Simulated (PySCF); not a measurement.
# What a mistake does to a calculation on GeH2O2

Calculated results; nothing here was measured. They come from PySCF 2.14.0, an open-source quantum chemistry program, on an isolated molecule that a program drew, which may never have been made. The molecule is GeH2O2 (charge 0, singlet), drawn as the SMILES string `[OH][Ge][OH]`.

Each row is a Hartree-Fock (HF) and frozen-core CCSD(T) single point in the cc-pVDZ basis, meant for a local HF minimum. Run 1 is clean. Each other run has one planted mistake out of seven kinds, and not every kind appears here: one electron removed, one electron added, multiplicity raised by two, geometry at a saddle point, minimal basis STO-3G, one bond length entered in bohr, all coordinates scaled. The reference is restricted for singlets and unrestricted otherwise, and also for a bond in bohr. Adding or removing an electron swaps singlet and doublet. Electrons count all cores. HOMO and LUMO are orbital energies over both spins, the gradient is its largest component, and the lowest frequency (negative if imaginary) is given only where the gradient is small. Bond lengths are over the 4 bonds as drawn. T1 is the CCSD diagnostic: over 0.02 (restricted) or 0.045 (unrestricted) a single reference is doubtful. Germanium has the cc-pVDZ-PP basis, with a core potential (ECP10MDF) in place of its 10 inner electrons, and its 3s, 3p and 3d shells are frozen in CCSD(T).

Geometry of the clean run:
```xyz
5
GeH2O2, angstrom
O     0.0706    2.4790   -2.4414
Ge   -0.9695    2.1840   -1.0212
O    -2.2913    3.3443   -1.3255
H    -0.1635    3.1224   -3.0966
H    -2.2888    3.9010   -2.0923
```

| run | electrons | basis functions | <S^2> | HOMO (eV) | LUMO (eV) | gradient (hartree/bohr) | lowest frequency (cm^-1) | mean bond (Å) | longest bond (Å) | T1 | HF (hartree) | CCSD(T) (hartree) | mistake |
|---|---|---|---|---|---|---|---|---|---|---|---|---|---|
| 1 | 50 | 61 | 0.000 | -10.55 | 1.69 | 1.7e-05 | 292 | 1.3662 | 1.785 | 0.0181 | -444.32079 | -444.80534 | no fault |
| 2 | 50 | 61 | 0.985 | -6.95 | 1.01 | 1.2e-02 | - | 1.7633 | 3.373 | 0.0328 | -444.21430 | -444.65709 | one bond length entered in bohr |
| 3 | 49 | 61 | 0.760 | -19.23 | -8.89 | 7.5e-02 | - | 1.3662 | 1.785 | 0.0251 | -443.96463 | -444.43065 | ? |
| 4 | 50 | 61 | 2.005 | -7.15 | -0.99 | 2.7e-02 | - | 1.3662 | 1.785 | 0.0165 | -444.20454 | -444.65980 | ? |

**Which mistake was planted in run 3, and what did it cost?**

It counts 49 electrons, one fewer than the clean run, at the same geometry and basis. So the mistake is: one electron removed. Subtracting run 1 and multiplying by 627.51 kcal/mol a hartree, the energy moved by 223.5 kcal/mol in HF and 235.1 kcal/mol in CCSD(T).

**Which mistake was planted in run 4, and what did it cost?**

Electrons, basis and geometry are unchanged, and <S^2> is 2.005, beside S(S+1) = 2.00 for a multiplicity of 3. So the mistake is: multiplicity raised by two. Subtracting run 1 and multiplying by 627.51 kcal/mol a hartree, the energy moved by 72.9 kcal/mol in HF and 91.3 kcal/mol in CCSD(T).

